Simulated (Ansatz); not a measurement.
Saddle search on SiH$_{5}$Br, singlet by partitioned rational-function steps on PBE0-D4/def2-TZVP gradients (Ansatz 0.2.0), from this start:

| atom | x (Å) | y (Å) | z (Å) |
| --- | --- | --- | --- |
| Si1 | -0.5048 | -0.2577 | 0.1705 |
| Br2 | 1.1045 | 0.9648 | -1.7417 |
| H3 | -1.4133 | -0.2793 | -1.0071 |
| H4 | -1.1521 | 0.5601 | 1.2366 |
| H5 | -0.2326 | -1.6680 | 0.5708 |
| H6 | 1.2085 | 0.5132 | -0.0511 |
| H7 | 0.9899 | 0.1669 | 0.8219 |

```csv
step,energy less the last (meV),largest force (eV/Å),curvature followed (eV/Å²)
1,120.1,0.182,-8.81
2,115.1,0.114,-8.25
3,114.2,0.026,-7.84
4,114.0,0.020,-7.79
5,113.7,0.018,-7.83
6,112.4,0.019,-7.83
7,107.4,0.038,-7.83
8,89.6,0.087,-7.82
9,51.9,0.315,-7.79
10,26.8,0.226,-7.73
11,13.9,0.163,-7.91
12,-20.3,1.248,-8.09
13,75.0,1.916,-7.34
14,99.8,2.249,-6.97
15,63.6,1.788,-5.76
16,29.2,0.981,-5.38
17,13.7,0.694,-5.89
18,-3.3,0.758,-5.88
19,18.8,0.490,-6.57
20,2.2,0.123,-6.75
21,0.8,0.111,-6.63
22,0.3,0.039,-7.00
23,0.1,0.065,-6.91
24,0.1,0.054,-7.11
25,0.5,0.072,-7.04
26,0.3,0.060,-7.04
27,0.1,0.024,-7.05
28,0.0,0.008,-7.06
```

The search ended at:

Si1  (-0.474, -0.262, 0.145)
Br2  (1.346, 0.114, -1.779)
H3  (-1.443, 0.316, -0.800)
H4  (-1.062, -0.047, 1.506)
H5  (-0.066, -1.676, 0.112)
H6  (1.033, 0.721, 0.008)
H7  (0.666, 0.834, 0.809)
(Å)
